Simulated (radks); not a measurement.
Fractional charge and spin in the 4s shell of iron: the spin-up occupation runs from 0 to 1 and the spin-down occupation from 0 to 1; the fullest corner is Fe, [Ar] 3d(up 3, down 3) 4s(up 1, down 1). Calculated with a radial shooting solver on a logarithmic mesh with Libxc functionals: scalar-relativistic Kohn-Sham, r2SCAN, spin-polarised, spherical densities, finite nucleus; meta-GGA in the generalised Kohn-Sham scheme; Fermi nuclear charge, rms radius of each element as measured or else 0.836 A^(1/3) + 0.57 fm. Energy (eV) above the fullest corner. The planes named below are the two flat planes that join the four corners, with an edge along up + down = one added electron.

down \ up,0,0.5,1
0,24.596,15.665,8.288
0.5,15.665,8.832,3.459
1,8.288,3.459,0.000

Corners above the fullest one (they belong to Fe+ and the next ion): (up 1, down 0) 8.288 eV, (up 0, down 1) 8.288 eV, (up 0, down 0) 24.596 eV. With half an added electron in each spin the energy lies 0.544 eV from the planes, and with half an added electron in spin up alone -0.777 eV. The planes are only a guide here: the flat-plane condition holds for ground states with one frontier orbital, while other shells are open and held unpolarised.
